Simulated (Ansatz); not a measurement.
Total energies of `[SiH3][CH]1[CH2][GeH2]1`.

Z-matrix (Å, degrees):
```
Si
C 1 1.848
H 1 1.487 2 110.7
H 1 1.492 2 112.4 3 121.3
H 1 1.490 2 108.8 3 -119.8
C 2 1.533 1 120.1 3 163.6
Ge 2 1.955 1 118.9 3 86.0
H 2 1.088 1 115.1 3 -53.0
H 6 1.085 2 116.9 1 138.2
H 6 1.086 2 117.1 1 -0.4
H 7 1.522 2 117.3 1 -142.9
H 7 1.522 2 117.9 1 7.5
```

Total charge 0; spin multiplicity 1. Correlated methods include outer-core shells of Ge, which these sets cover unevenly. Scalar relativity is left out up to krypton. All single points use the PBE0-D4/def2-TZVP geometry. Basis def2-TZVPP, the Gaussian-basis code of Ansatz.

RPA on PBE orbitals: Hartree–Fock energy of these orbitals -2444.61123 Eh, correlation -1.24965 Eh (frozen core).

| functional | energy without D4 (Eh) | D4 term (kJ/mol) |
| --- | --- | --- |
| LDA (SPW92) | -2442.40515 | – |
| PBE | -2446.91945 | -26.3 |
| PBE0 | -2447.02095 | -22.3 |
| r2SCANh | -2447.40818 | -6.8 |
| r2SCAN0 | -2447.39159 | -7.5 |
| HSE06 (plane-wave form) | -2447.00931 | -20.9 |
| BHLYP | -2447.42996 | -34.1 |
| ωB97M-V | -2447.31159 | – |
| B2PLYP | -2446.93531 | – |
| PBE-QIDH | -2446.59966 | – |

Problem. Give the same for revPBE, BLYP, r2SCAN, B97M-V, B3LYP, CAM-B3LYP, LC-ωPBE, ωB97X-V. (Estimate.)

Solution. Computed: 
```tsv
functional	energy without D4 (Eh)	D4 term (kJ/mol)
revPBE	-2447.25930	-75.9
BLYP	-2447.49952	-57.3
r2SCAN	-2447.42015	-6.3
B97M-V	-2447.05033	–
B3LYP	-2447.58017	-42.6
CAM-B3LYP	-2447.58041	-22.7
LC-ωPBE	-2447.09460	–
ωB97X-V	-2447.25009	–
```

B3LYP takes the VWN-RPA correlation (the form of Gaussian; ORCA's B3LYP/G). HSE06 is the plane-wave form, built on full-range PBE exchange. The double hybrids freeze the cores in their second-order part.

LC-ωPBE has ω = 0.4 bohr⁻¹.
